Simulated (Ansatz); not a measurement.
## Energy profile

The step: GaH₂ClO₂ ([OH][Ga]([OH])[Cl]) + H₂ → GaH₃O₂ ([OH][GaH][OH]) + HCl; bonds formed: Ga1–H6, Cl2–H5; bonds broken: Ga1–Cl2, H5–H6 (atoms numbered as in the saddle structure below).

| atom | x (Å) | y (Å) | z (Å) |
| --- | --- | --- | --- |
| Ga1 | -0.3677 | 0.0526 | -0.1230 |
| Cl2 | 1.8999 | -0.9393 | 0.2686 |
| O3 | -0.5649 | 0.4874 | -1.8259 |
| O4 | -1.6155 | -0.8903 | 0.7024 |
| H5 | 1.3152 | 0.3743 | 0.7485 |
| H6 | 0.5122 | 1.1466 | 0.8414 |
| H7 | 0.2046 | 0.9121 | -2.2102 |
| H8 | -1.3838 | -1.1433 | 1.5983 |

Electronic energies by CCSD(T) at an estimated basis limit (MP2 extrapolated from triple and quadruple zeta, plus CCSD(T) − MP2 in triple zeta), on PBE0-D4/def2-TZVP structures; GaH₄ClO₂, closed shell; no counterpoise correction. Computed with Ansatz 0.2.0 (basis: def2-TZVPP and def2-QZVPP); correlated methods freeze the cores. Filled d shells of the heavier atoms are correlated. The def2 sets are not built for correlating such inner shells, so the correlated values are less sure here. Extrapolation: Hartree–Fock as exp(−7.88 √X), correlation as X^−2.97.

Give the profile in kcal/mol, counted from the separated reactants. (Judge from chemistry; the value comes from the calculation.)

By the calculation:
```csv
point,kcal/mol
"separated: GaH₂ClO₂ (linked as [OH][Ga]([OH])[Cl]; Ga1, Cl2, O3, O4, H7, H8; singlet) + H₂ (H5, H6; singlet)",0.00
start structure,-1.40
saddle,36.14
end structure,19.67
"separated: GaH₃O₂ (linked as [OH][GaH][OH]; Ga1, O3, O4, H6, H7, H8; singlet) + HCl (Cl2, H5; singlet)",22.73
```

The T1 diagnostic stays at or below 0.015.

For scale, one of the runs: CCSD(T)/def2-TZVPP, 208 basis functions, launched by `ansatz run in.yaml --threads 4 --pin off --events-out ev --progress --plain --max-ram 9574MiB`. Time: 97 s of wall clock on 4 CPU threads of an Arm Neoverse V1; the host was shared. Peak host memory: 2.9 GiB.
